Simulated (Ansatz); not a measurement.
Wavefunction ladder for `O[Si@@H](F)N[Si@@H](O)F`

```xyz
12

O     1.052    1.919    1.583
Si    0.257    0.527    1.316
F    -1.324    0.771    1.194
N     0.706   -0.193   -0.166
Si   -0.219   -1.017   -1.358
O    -1.758   -1.170   -0.878
F    -0.112   -0.185   -2.714
H     1.064    2.584    0.892
H     0.475   -0.286    2.520
H     1.694   -0.121   -0.378
H     0.308   -2.354   -1.673
H    -2.143   -0.475   -0.338
```

The species carries charge 0 and has multiplicity 1. Geometry: relaxed with PBE0-D4/def2-TZVP. It is one conformer, not always the lowest. Frozen core, restricted reference, Ansatz. CBS rows extrapolate triple and quadruple zeta; past MP2 they add the triple-zeta difference.

| basis | HF (Eh) | MP2 corr. | CCSD corr. | (T) | CCSD(T) total |
| --- | --- | --- | --- | --- | --- |
| def2-TZVPP | -984.37960 | -1.41842 | -1.44331 | ? | ? |
| def2-QZVPP | ? | ? | – | – | – |
| CBS(def2) | ? | -1.63333 | -1.65822 | as TZ | ? |

(1) Fill in the withheld values. (Estimate.)

Answers

(1) The calculation gave: def2-TZVPP (T): -0.04776; def2-TZVPP CCSD(T) total: -985.87067; def2-QZVPP HF (Eh): -984.41890; def2-QZVPP MP2 corr.: -1.54188; CBS(def2) HF (Eh): -984.42431; CBS(def2) CCSD(T) total: -986.13029.
